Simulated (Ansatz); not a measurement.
Mulliken charges of `[F][GeH]1[BH][NH]1` from B3LYP/def2-TZVPP in Ansatz (PBE0-D4/def2-TZVP geometry).

| atom | x (Å) | y (Å) | z (Å) | charge (e) |
| --- | --- | --- | --- | --- |
| F1 | -1.609 | -1.555 | -0.567 | -0.388 |
| Ge2 | -0.946 | 0.053 | -0.399 | 0.436 |
| B3 | 0.398 | 0.413 | 1.048 | 0.023 |
| N4 | 0.931 | -0.075 | -0.105 | -0.279 |
| H5 | -1.259 | 0.702 | -1.752 | 0.003 |
| H6 | 0.695 | 0.746 | 2.148 | 0.043 |
| H7 | 1.851 | -0.351 | -0.418 | 0.162 |

Question: By hand: the dipole of these point charges (1 e Å = 4.8032 D).

Answer: Σ q r = (0.287, 0.634, 0.119) e Å, of length 0.706 e Å = 3.39 D.

Question: How does the dipole of the full density compare? (Estimate.)

Answer: The calculation gave: (0.344, 0.350, -0.017) e Å, 2.36 D; the point charges give 1.44 times that, at 23° from its direction.

Point charges leave out the atoms' own dipoles, such as those of lone pairs, and Mulliken's split depends on the basis, so the two needn't agree.

B3LYP here is the variant with VWN-RPA as its local correlation; programs differ in this.
